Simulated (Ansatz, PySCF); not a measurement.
Reaction (SMILES): N=C=O -> N=C=O as doublet, charge +1 + e-
Structures are relaxed separately at B3LYP-D3(BJ)/def2-TZVP in Ansatz (an electronic-structure program). Markedly spin-contaminated UHF reference, which strains HF, MP2 and, less, CCSD(T): N=C=O as doublet, charge +1. A spin state is the lowest found, not a proven ground state.

Quantity: adiabatic ionisation energy (0 K, with B3LYP-D3(BJ) harmonic zero-point energies from PySCF), in eV. Cores are frozen in the correlated levels unless marked. UHF or UKS for open shells. Spin-orbit coupling is left out. Non-relativistic. Basis-set limits of correlation are two-point, X^-3; Hartree-Fock from the larger set.

```
level                            program  adiabatic ionisation energy (eV)
------------------------  --------------  --------------------------------
BLYP-D4/def2-TZVPD        Ansatz + dftd4                             11.38
revPBE-D3(BJ)/def2-TZVPD  Ansatz + dftd3                             11.38
BP86-D3(BJ)/def2-TZVPD     PySCF + dftd3                             11.56
BP86-D4/def2-TZVPD         PySCF + dftd4                             11.57
PBE0-D4/def2-TZVP         Ansatz + dftd4                             11.48
LC-wPBE/def2-TZVPD                Ansatz                             11.63
MP2/6-31G                         Ansatz                             11.48
```

Q: Predict the CCSD(T)/CBS(cc-pVTZ,cc-pVQZ) result (Ansatz).

A: 11.61 eV
